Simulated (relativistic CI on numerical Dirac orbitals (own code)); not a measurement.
## Fe+ in a cubic cluster: 3s photoemission with charge transfer

Computed with a charge-transfer multiplet model of a cubic metal-ligand cluster with up to 3 ligand holes, Slater and spin-orbit integrals from Dirac-Coulomb-Breit ions, Slater integrals scaled by 0.7. The ground state mixes d7 with configurations of k ligand holes L, whose averages lie at kΔ + k(k − 1)U_dd/2; a core hole lowers each added d electron by U_cd. 300 K, Lorentzian 1.4 eV and Gaussian 0.8 eV FWHM.

Atomic integrals in eV (Slater integrals scaled, ζ unscaled), ground: F2dd 6.782, F4dd 4.176, zeta_d 0.042; with the core hole: F2dd 7.754, F4dd 4.819, zeta_d 0.051, G2cd 8.105.

Cluster parameters (eV): Δ = 4.3, U_dd = 5.9, U_cd = 6.8, 10Dq = 0.35, 10Dq(ligand) = 0.4, final-state hopping factor = 0.8.

```
                             Case   n_d    d7   d8L  d9L2  d10L3     S
V(eg) = 0.7 eV, V(t2g) = -0.32 eV  7.03  0.97  0.03  0.00   0.00  1.50
  V(eg) = 1 eV, V(t2g) = -0.45 eV  7.06  0.94  0.06  0.00   0.00  1.50
V(eg) = 1.6 eV, V(t2g) = -0.72 eV  7.14  0.86  0.13  0.00   0.00  1.50
V(eg) = 2.2 eV, V(t2g) = -0.99 eV  7.22  0.79  0.20  0.01   0.00  1.50
V(eg) = 2.5 eV, V(t2g) = -1.12 eV  7.26  0.75  0.24  0.01   0.00  1.49
```

Weights, n_d and S are thermal averages at 300 K. Binding energies count from the first peak over 30 % of the highest in each spectrum, which can be another peak from case to case. The parameters are a model scan and need not match a compound or its usual spin state. Peaks in eV (height, largest 100):
- V(eg) = 0.7 eV, V(t2g) = -0.32 eV: 0.0 (91), 1.3 (100), 5.0 (26), 7.7 (75)
- V(eg) = 1 eV, V(t2g) = -0.45 eV: 0.0 (100), 2.2 (79), 5.1 (34), 8.5 (64)
- V(eg) = 1.6 eV, V(t2g) = -0.72 eV: 0.0 (100), 3.7 (52), 9.4 (36)
- V(eg) = 2.2 eV, V(t2g) = -0.99 eV: 0.0 (100), 5.1 (56), 10.4 (21)
- V(eg) = 2.5 eV, V(t2g) = -1.12 eV: 0.0 (100), 5.4 (52), 10.6 (18)

For the case V(eg) = 1.6 eV, V(t2g) = -0.72 eV, Δ = 4.3 eV is smaller than U_dd = 5.9 eV, the charge-transfer side of the Zaanen-Sawatzky-Allen scheme. With the core hole the average of the configuration with one ligand hole lies at Δ − U_cd = -2.5 eV before mixing: it lies below the unscreened one, so the lowest final states are mostly screened and the unscreened weight appears at higher binding energy as a satellite.

Without intra-shell correlation the exchange splitting of the 3s hole comes out too large.
